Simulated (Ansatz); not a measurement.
H8SSi3 (`[SiH3][SiH2]S[SiH3]`), relaxed with RKS PBE-D4/def2-SVP in Ansatz 0.2.0 from a rough embedded geometry. The force threshold is 0.03 eV/Å; the program also tests the step.

Charge 0, multiplicity 1.

Start:

```xyz
12

Si    1.390   -1.159    0.876
Si    0.198    0.745    1.076
S    -1.826    0.501    0.491
Si   -1.584    0.430   -1.585
H     1.516   -1.622   -0.558
H     2.848   -0.968    1.365
H     0.837   -2.305    1.688
H     0.758    1.820    0.291
H     0.199    1.197    2.542
H    -0.642   -0.678   -1.902
H    -0.860    1.739   -2.011
H    -2.834    0.300   -2.274
```

Task: By how much does the energy fall, and how many steps does the optimiser take? (An estimate is asked.)

Result: Ansatz gave: 29.87 kJ/mol, in 4 steps.

Task: Which bonds change most? (Estimate.)

Result: The calculation gave: Si1–Si2 from 2.256 to 2.356 Å; S3–Si4 from 2.091 to 2.166 Å; Si4–H12 from 1.433 to 1.500 Å; Si2–H8 from 1.444 to 1.509 Å.

Task: Give the relaxed structure. (An estimate is asked.)

Result: The calculation gave: 
```xyz
12

Si    1.459   -1.213    0.898
Si    0.216    0.774    1.130
S    -1.855    0.508    0.514
Si   -1.549    0.459   -1.630
H     1.519   -1.645   -0.542
H     2.865   -0.980    1.388
H     0.829   -2.308    1.714
H     0.852    1.889    0.338
H     0.162    1.177    2.578
H    -0.656   -0.683   -2.034
H    -0.935    1.743   -2.117
H    -2.908    0.278   -2.237
```
